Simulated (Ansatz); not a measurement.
Mulliken charges of CH$_{5}$FSSn, SMILES `FC[S][SnH3]` from r2SCAN/def2-TZVPP in Ansatz (PBE0-D4/def2-TZVP geometry).

```json
{"atom": "F1", "x (Å)": "0.282", "y (Å)": "1.607", "z (Å)": "-1.264", "charge (e)": "-0.225"}
{"atom": "C2", "x (Å)": "-0.765", "y (Å)": "1.369", "z (Å)": "-0.400", "charge (e)": "0.125"}
{"atom": "S3", "x (Å)": "-0.218", "y (Å)": "0.771", "z (Å)": "1.204", "charge (e)": "-0.340"}
{"atom": "Sn4", "x (Å)": "0.719", "y (Å)": "-1.336", "z (Å)": "0.498", "charge (e)": "0.606"}
{"atom": "H5", "x (Å)": "-1.436", "y (Å)": "0.655", "z (Å)": "-0.882", "charge (e)": "0.079"}
{"atom": "H6", "x (Å)": "-1.285", "y (Å)": "2.313", "z (Å)": "-0.220", "charge (e)": "0.080"}
{"atom": "H7", "x (Å)": "0.713", "y (Å)": "-2.336", "z (Å)": "1.877", "charge (e)": "-0.107"}
{"atom": "H8", "x (Å)": "-0.312", "y (Å)": "-1.926", "z (Å)": "-0.727", "charge (e)": "-0.114"}
{"atom": "H9", "x (Å)": "2.302", "y (Å)": "-1.117", "z (Å)": "-0.087", "charge (e)": "-0.104"}
```

Task: By hand: the dipole of these point charges (1 e Å = 4.8032 D).

Result: Σ q r = (-0.146, -0.440, -0.069) e Å, of length 0.469 e Å = 2.25 D.

Task: How does the dipole of the full density compare? (An estimate is asked.)

Result: Computed: (-0.172, -0.243, -0.056) e Å, 1.46 D; the point charges give 1.54 times that, at 17° from its direction.

Point charges leave out the atoms' own dipoles, such as those of lone pairs, and Mulliken's split depends on the basis, so the two needn't agree.
